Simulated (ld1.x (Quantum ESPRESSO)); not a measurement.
**phosphorus (P): one change to a TM potential, before and after**

- Element: P (Z = 15)
- Generator: ld1.x (Quantum ESPRESSO) 7.5
- Type: norm-conserving Troullier–Martins (Kleinman–Bylander form)
- Functional: PBEsol
- Relativity: non-relativistic
- Frozen core: [Ne]
- Valence charge: 5
- Reference configuration: 3s2 3p1.5 (charge +1.5)
- Partial waves: 3s (bound): rc 1.45 bohr; 3d channel at 0.1 Ry: rc 1.20 bohr; 3p (bound): rc 1.50 bohr
- Local potential: the p channel
- Core correction: Bessel-smoothed model core inside 1.20 bohr

All-electron outer shells of the reference configuration (PBEsol, non-relativistic, ld1.x):

```json
{"shell": "3s", "level (eV)": "-28.33", "outermost node (bohr)": "0.66", "outermost maximum (bohr)": "1.54"}
{"shell": "3p", "level (eV)": "-19.08", "outermost node (bohr)": "0.64", "outermost maximum (bohr)": "1.72"}
```

Change: core correction none.

Cutoffs: the cutoffs (Ry, on a coarse ladder) from which the occupation-weighted sum of valence levels, in a spherical-Bessel basis at the reference potential, stays within 10 and 1 mRy of its value at 400 Ry; they do not see the model core or the augmentation charge, which bear on the density cutoff. Errors are all-electron minus pseudo energies relative to the spin-unpolarised reference configuration.

**Question.** How do hardness, ghosts and transferability respond?

**Answer.** The potential gets neither clearly harder nor softer (30 Ry and 50 Ry → 30 Ry and 50 Ry); of the 7 tests that both files solve, the error grows in 1 and shrinks in 3 by more than 15 % and 0.3 meV (median size 5.6 → 4.7 meV); neither file shows a bound ghost.

```csv
quantity,base,changed
"cutoff, loose",30 Ry,30 Ry
"cutoff, tight",50 Ry,50 Ry
bound ghosts,none,none
"error for 3s2 3p3, meV [ΔE -18.01 eV]",+9.8,+7.8
"error for 3s2 3p2, meV [ΔE -8.30 eV]",+1.7,+1.5
"error for 3s2 3p1, meV [ΔE 10.82 eV]",+2.5,+2.5
"error for 3s2 3p0, meV [ΔE 40.54 eV]",+30,+34
"error for 3s2 3p2.5, meV [ΔE -14.25 eV]",+5.6,+4.7
"error for 3s0 3p5, meV [ΔE -1.04 eV]",+2.4,+4.0
"error for 3s1 3p4, meV [ΔE -9.59 eV]",+6.4,+5.2
s: phases at 1.65 bohr within 0.05 rad from the reference energy up to (Ry; the scan ends near 5),4.9,4.9
p: phases at 1.65 bohr within 0.05 rad from the reference energy up to (Ry; the scan ends near 5),to the end of the scan,to the end of the scan
d: phases at 1.65 bohr within 0.05 rad from the reference energy up to (Ry; the scan ends near 5),to the end of the scan,to the end of the scan
```
